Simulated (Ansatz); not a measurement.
Reaction (isomerisation): `C/N=C\[SiH2]S` → `[SiH3]C1NCS1`

Computed with Ansatz on PBE0-D4/def2-TZVP structures; ΔE is electronic, products minus reactants. CBS: MP2 limit from def2 TZ/QZ plus the TZ coupled-cluster correction, frozen cores. Functionals use def2-TZVPP. Each species was taken in one conformer, which may not be the lowest.

CCSD(T)/CBS gives +120.1 kJ/mol.

Task: Another level gave +122.1 kJ/mol. Which?
A. ωB97X-V/def2-TZVPP
B. r2SCAN/def2-TZVPP
C. HF/def2-TZVPP
D. CCSD(T)/def2-TZVPP

Result: D. CCSD(T)/def2-TZVPP 122.1, r2SCAN 130.1, HF/def2-TZVPP 139.2, ωB97X-V 112.0 kJ/mol.

Largest T1 diagnostic among the species: 0.012.

The D4 term adds −4.0 kJ/mol with B3LYP and −1.5 kJ/mol with PBE0; it sums over pairs of atoms, weighted by their polarisabilities, and B3LYP, whose exchange is more repulsive, gets the larger term. From PBE to PBE0 (25 % exact exchange), in def2-TZVPP and without D4, ΔE moves by −7.9 kJ/mol.

B3LYP here is the variant with VWN-RPA as its local correlation; programs differ in this.
